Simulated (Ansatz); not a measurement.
Consider the formal exchange of groups at a C–C bond: `CC(=O)O[SiH3]` + `C[SiH2][GeH3]` → `C[SiH](C)[GeH3]` + `O=CO[SiH3]`.

Program: Ansatz. Geometries: PBE0-D4/def2-TZVP. ΔE: electronic, gas phase. CCSD(T)/CBS is the MP2 limit (def2-TZVPP, def2-QZVPP) plus CCSD(T) − MP2 in def2-TZVPP, frozen cores. Functionals use def2-TZVPP. B3LYP here is the variant with VWN-RPA as its local correlation; programs differ in this. For Ge outer-core shells are correlated without core-valence functions, which leaves a few kJ/mol of doubt a bond. Scalar relativity is left out up to krypton. Each species was taken in one conformer, which may not be the lowest.

`CC(=O)O[SiH3]`:

```xyz
11

C    -1.333   -0.516    1.346
C    -0.159    0.078    0.640
O     0.674    0.788    1.141
O    -0.103   -0.260   -0.657
Si    1.200    0.371   -1.537
H    -2.255   -0.199    0.854
H    -1.337   -0.207    2.388
H    -1.289   -1.605    1.276
H     0.969   -0.177   -2.893
H     1.148    1.849   -1.563
H     2.485   -0.122   -0.995
```

`C[SiH2][GeH3]`:

Z-matrix (Å, degrees):
```
C
Si 1 1.875
H 1 1.092 2 110.8
H 1 1.092 2 110.6 3 120.0
H 1 1.092 2 110.8 3 -120.0
Ge 2 2.380 1 111.3 3 59.9
H 2 1.490 1 110.3 3 -179.4
H 2 1.490 1 110.3 3 -60.7
H 6 1.540 2 110.8 1 -59.8
H 6 1.540 2 110.8 1 59.6
H 6 1.539 2 111.6 1 179.9
```

`C[SiH](C)[GeH3]`:

Cartesian coordinates in Å:
```
C -0.209 1.852 -0.200
Si 0.556 0.147 -0.037
C 0.402 -0.817 -1.638
Ge -0.497 -1.049 1.735
H -0.103 2.421 0.726
H 0.276 2.416 -1.001
H -1.274 1.780 -0.433
H 2.000 0.289 0.311
H 0.894 -0.284 -2.457
H 0.863 -1.803 -1.551
H -0.648 -0.957 -1.909
H 0.104 -2.457 1.910
H -2.005 -1.225 1.462
H -0.360 -0.313 3.082
```

`O=CO[SiH3]`:

```xyz
8

O     1.480   -0.590    0.960
C     0.522   -0.010    1.385
O    -0.506    0.385    0.640
Si   -0.451    0.042   -1.023
H     0.381    0.263    2.440
H    -1.723    0.612   -1.517
H     0.706    0.720   -1.645
H    -0.409   -1.420   -1.241
```

Problem. Is it downhill or uphill in electronic energy at CCSD(T)/CBS, and by how much? (Estimate.)

Solution. The calculation gave: Downhill: ΔE = -0.11 eV.

Problem. What do these levels give: PBE0-D4, B3LYP-D4, ωB97X-V, B2PLYP, PBE0, B3LYP, MP2/def2-TZVPP, CCSD/def2-TZVPP, CCSD(T)/def2-TZVPP, MP2/def2-QZVPP, SCS-MP2/def2-QZVPP, MP2/CBS(def2)? (Best estimate.)

Solution. Computed: PBE0-D4 -0.09, B3LYP-D4 -0.10, ωB97X-V -0.07, B2PLYP -0.10, PBE0 -0.07, B3LYP -0.07, MP2/def2-TZVPP -0.14, CCSD/def2-TZVPP -0.09, CCSD(T)/def2-TZVPP -0.10, MP2/def2-QZVPP -0.14, SCS-MP2/def2-QZVPP -0.12, MP2/CBS(def2) -0.15 eV.

Largest T1 diagnostic among the species: 0.016.

In def2-TZVPP, CCSD(T) changes the Hartree–Fock value by −0.10 eV (the triples alone add −0.01 eV) and MP2 by −0.14 eV.
